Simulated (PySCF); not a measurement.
## Zr: electron affinity

Zr⁻ [Kr] 4d3 5s2 (4F) → Zr [Kr] 4d2 5s2 (3F), as a difference of total energies. Calculation: PySCF 2.14, in x2c-TZVPPall with one added diffuse shell each of s, p, d, f type (9s7p7d3f1g, 95 functions); the spin-free X2C one-electron Hamiltonian (Gaussian nucleus). Correlated levels: valence: [Kr] frozen. The calculations carry no spin-orbit coupling.

```json
{"method": "UHF", "electron affinity (eV)": "-0.242", "plus first-order spin-orbit estimate": "-0.260", "error of that sum (eV)": "-0.693"}
{"method": "MP2 (valence)", "electron affinity (eV)": "-0.101", "plus first-order spin-orbit estimate": "-0.119", "error of that sum (eV)": "-0.552"}
{"method": "SCS-MP2 (valence)", "electron affinity (eV)": "-0.458", "plus first-order spin-orbit estimate": "-0.476", "error of that sum (eV)": "-0.909"}
{"method": "CCSD (valence)", "electron affinity (eV)": "0.188", "plus first-order spin-orbit estimate": "0.169", "error of that sum (eV)": "-0.264"}
{"method": "CCSD(T) (valence)", "electron affinity (eV)": "0.273", "plus first-order spin-orbit estimate": "0.255", "error of that sum (eV)": "-0.178"}
```

Reference: 0.433 eV (measured; photodetachment measurements, as compiled on the Wikipedia data page of electron affinities).

A first-order spin-orbit estimate (lowest level to lowest level, LS coupling) adds -0.018 eV.

Errors of the correlated levels include the incompleteness of this basis and the frozen core.

A negative affinity means that the anion lies above the atom at that level of theory.

The coupled-cluster amplitudes are large for Zr⁻ (T1 above 0.03 or a double amplitude above 0.15), so a single reference is strained.
